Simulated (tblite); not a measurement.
C₅H₅F₃.
SMILES: `FC(F)([C@@H]1CC1=C)F`

All values are computed: GFN2-xTB (tblite) harmonic vibrations without scaling, gas phase. Errors from tens to a few hundred cm⁻¹ against measured bands are possible.

Harmonic wavenumbers (cm⁻¹): 35.6, 108.1, 204.2, 285.0, 330.6, 363.2, 428.1, 479.1, 531.2, 549.8, 676.5, 772.7, 843.9, 895.5, 925.3, 958.6, 983.1, 1037.4, 1045.3, 1059.7, 1068.8, 1101.3, 1144.7, 1191.6, 1310.4, 1402.4, 1429.6, 1894.7, 3052.3, 3076.4, 3086.5, 3095.9, 3118.6.

A = 3601, B = 1566, C = 1383 MHz; mass 122.034 u (most abundant isotopes); point group C1, symmetry number 1.

**Question.** What is the zero-point energy?

**Answer.** ½Σν̃ = 19243 cm⁻¹ = 230.20 kJ/mol.

**Question.** Give the ideal-gas entropy at 273.15 K and 1 bar in the rigid-rotor, harmonic-oscillator model (classical rotation).

**Answer.** Translation 166.95, rotation 116.53, vibration 72.67: S = 356.2 J/(mol K).

**Question.** And Cp and H(273.15 K) − H(0)?

**Answer.** Cp = 116.80 J/(mol K), of which vibrations give 83.55 (their classical limit is 33 R = 274.4); H(273.15 K) − H(0) = 19.74 kJ/mol without the zero-point energy, 10.66 from vibrations.

**Question.** Blend soft modes into free rotors: weight 1/[1 + (100 cm⁻¹/ν̃)⁴] for the oscillator and the rest for a rotor with moment μB/(μ + B), μ = h/(8π²ν), B = 10⁻⁴⁴ kg m². What vibrational entropy results?

**Answer.** 65.71 J/(mol K) in place of 72.67, which changes −T·S at 273.15 K by +1.90 kJ/mol.

**Question.** Which modes carry the vibrational entropy at 273.15 K?

**Answer.** 35.6 cm⁻¹: 22.24; 108.1 cm⁻¹: 13.11; 204.2 cm⁻¹: 8.10; 285.0 cm⁻¹: 5.68; 330.6 cm⁻¹: 4.68; 363.2 cm⁻¹: 4.08 J/(mol K); the other 27 give 14.78 together.

**Question.** What must be added to the electronic energy to get the Gibbs energy at 273.15 K and 1 bar?

**Answer.** ZPE + [H(273.15 K) − H(0)] − T·S = 230.20 + 19.74 − 97.28 = 152.66 kJ/mol.

**Question.** How do the functions run with temperature in this model?

**Answer.** 
```
T (K)  S (J/(mol K))  Cp (J/(mol K))  H − H(0) (kJ/mol)  G − H(0) (kJ/mol)  ln q(vib)
  100          273.0            59.3               4.58             -22.71       1.24
  200          323.9            91.8              12.11             -52.66       2.82
  300          367.5           125.9              23.00             -87.26       4.51
  500          445.8           181.1              54.10            -168.78       8.08
  800          542.1           227.4             116.16            -317.55      13.35
 1000          595.0           245.9             163.60            -431.39      16.60
```

q(vib) and H(0) count from the zero-point level.

Hindered rotation and anharmonicity are outside this model. The structure is chiral; the term R ln 2 for an equal mix with its mirror image is left out.

Conformer computed: `[CH2:1]=[C:2]1[CH2:3][C@H:4]1[C:5]([F:6])([F:7])[F:8]`: C3–C4–C5–F6 32°.
